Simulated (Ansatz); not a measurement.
A structure relaxed at PBE0-D4/def2-TZVP, charge 0, multiplicity 1:

Cartesian coordinates in Å:
```
N 0.135 -0.278 1.213
C -0.174 0.230 -0.040
F -1.059 1.278 -0.010
B 0.221 -0.347 -1.378
O 0.974 0.623 -0.855
H -0.541 -0.959 1.525
H 0.250 0.449 1.910
H 0.193 -0.997 -2.366
```

(1) Give its formula and SMILES.

(2) Summarise the bond lengths by kind.

Results:

(1) CH3BFNO, `NC1(F)BO1`.

(2) 1 × C–N 1.387 Å; 2 × H–N 1.009 to 1.013 Å; 1 × C–F 1.372 Å; 1 × B–C 1.510 Å; 1 × C–O 1.462 Å; 1 × B–O 1.335 Å; 1 × B–H 1.182 Å.

All numbers were calculated with Ansatz.
